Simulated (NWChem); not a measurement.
Species: SbH₂ cation

Program: NWChem. Medium grid unless said otherwise, to which SCAN and Minnesota functionals are sensitive. Coordinates come from a PBE-D3(BJ)/def2-SVP optimisation. def2 effective core potentials on Sb; no spin-orbit coupling. Hybrids' shares of exact exchange are those that their runs print; pure functionals count as 0. The functionals differ in more than this share.

```
row                  share of exact exchange  highest occupied level (eV)
-------------------  -----------------------  ---------------------------
PBE/def2-TZVP                           0.00                       -13.98
TPSS/def2-TZVP                          0.00                       -14.13
B3LYP/def2-TZVP                         0.20                       -14.90
MPW1K/def2-TZVP                         0.43                     withheld
BHandHLYP/def2-TZVP                     0.50                       -16.02
M05-2X/def2-TZVP                        0.56                       -16.31
```

Problem. Fit a straight line of the last column on the one before it, predict the withheld value, and compare with the run.

Solution. 
1. Means of the 5 shown rows: x = 0.252, y = -15.068. Slope Σ(x − x̄)(y − ȳ)/Σ(x − x̄)² = -1.138/0.2861 = -3.978; intercept -14.066.
2. The shown rows scatter about the line by 0.054 (root mean square); the largest residual is +0.09, at PBE/def2-TZVP.
3. At x = 0.43 (MPW1K/def2-TZVP; inside the shown range) the line gives -15.78.
4. The run gives -15.86, -0.08 from the line, 1.5 times the scatter.
